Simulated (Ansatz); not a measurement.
Input and output for C₄H₉BrSi (`C=C[SiH](Br)CC`).

```yaml
crystal:
  periodic: [false, false, false]
  atoms:
    - {symbol: C, position_ang: [-1.426200, -1.406200, 0.913720]}
    - {symbol: C, position_ang: [-1.470687, -1.070041, -0.372417]}
    - {symbol: Si, position_ang: [-0.540670, 0.367370, -1.085235]}
    - {symbol: Br, position_ang: [-2.037058, 1.909990, -1.712887]}
    - {symbol: C, position_ang: [0.660057, 1.137543, 0.118536]}
    - {symbol: C, position_ang: [1.872964, 0.256006, 0.410953]}
    - {symbol: H, position_ang: [-1.985782, -2.248376, 1.310905]}
    - {symbol: H, position_ang: [-0.831437, -0.851628, 1.634062]}
    - {symbol: H, position_ang: [-2.092420, -1.663186, -1.040958]}
    - {symbol: H, position_ang: [0.155859, -0.044381, -2.331533]}
    - {symbol: H, position_ang: [0.121820, 1.388047, 1.038743]}
    - {symbol: H, position_ang: [0.975380, 2.093571, -0.311521]}
    - {symbol: H, position_ang: [2.563047, 0.749128, 1.099794]}
    - {symbol: H, position_ang: [2.428743, 0.028917, -0.502269]}
    - {symbol: H, position_ang: [1.584483, -0.697358, 0.859409]}
basis:
  gaussian: {orbitals: def2-TZVP}
hamiltonian: {xc: {name: HF}}
correlation: {active_space: {window: {electrons: 2, orbitals: 1}}}
output: {forces: true}
```

```sh
$ ansatz run in.yaml --threads 2 --pin off --events-out ev --progress --plain --max-ram 32768MiB --backend cpu
```

Shortened log:

```
Functional definition: HF
1782 factors; integrals over basis functions are off by at most 1.0e-3 eV
mean field evaluation 1: about -82124.2223 eV, gradient 3.8e1 eV
mean field evaluation 2: about -82124.4894 eV, gradient 3.9e1 eV
mean field evaluation 4: about -82128.6280 eV, gradient 3.9e0 eV
mean field evaluation 8: about -82128.6893 eV, gradient 2.1e-1 eV
mean field -82128.68941351 eV, -3018.1736671213 hartree, gradient 1.7e-6 eV, S^2 0.000000; 0 other end points of the search recorded, 0 dependent functions left out
reference -82128.68941351 eV, -3018.1736671213 hartree; 41, 41 occupied and 222, 222 virtual orbitals, 1782 factors
state -82128.68941351 eV, -3018.1736671213 hartree
Total energy: -82128.68941351 eV, -3018.1736671213 hartree
Atom 0 at    -1.426200    -1.406200     0.913720 Å, force    -0.053167     0.016204    -0.234626 eV/Å
Atom 1 at    -1.470687    -1.070041    -0.372417 Å, force    -0.212116    -0.410033     0.430159 eV/Å
Atom 2 at    -0.540670     0.367370    -1.085235 Å, force     0.181448    -0.150486    -0.260218 eV/Å
Atom 3 at    -2.037058     1.909990    -1.712887 Å, force    -0.131343     0.159051    -0.081580 eV/Å
Atom 4 at     0.660057     1.137543     0.118536 Å, force    -0.170416     0.425715     0.077359 eV/Å
Atom 5 at     1.872964     0.256006     0.410953 Å, force     0.429019    -0.223942     0.145911 eV/Å
Atom 6 at    -1.985782    -2.248376     1.310905 Å, force     0.194894     0.292547    -0.134726 eV/Å
Atom 7 at    -0.831437    -0.851628     1.634062 Å, force    -0.243095    -0.235179    -0.251496 eV/Å
Atom 8 at    -2.092420    -1.663186    -1.040958 Å, force     0.191910     0.165509     0.259962 eV/Å
Atom 9 at     0.155859    -0.044381    -2.331533 Å, force    -0.124652     0.072021     0.201505 eV/Å
Atom 10 at     0.121820     1.388047     1.038743 Å, force     0.188211    -0.060844    -0.226954 eV/Å
Atom 11 at     0.975380     2.093571    -0.311521 Å, force    -0.031945    -0.257065     0.137765 eV/Å
Atom 12 at     2.563047     0.749128     1.099794 Å, force    -0.180631    -0.134514    -0.184382 eV/Å
Atom 13 at     2.428743     0.028917    -0.502269 Å, force    -0.135899     0.070878     0.235827 eV/Å
Atom 14 at     1.584483    -0.697358     0.859409 Å, force     0.097781     0.270138    -0.114507 eV/Å
Dipole moment:     0.289462    -0.315355     0.329323 e Å
```

Hardware: 2 threads of an AMD EPYC 7R13 on a shared host. Wall time 27 s, peak host memory 1 GiB.
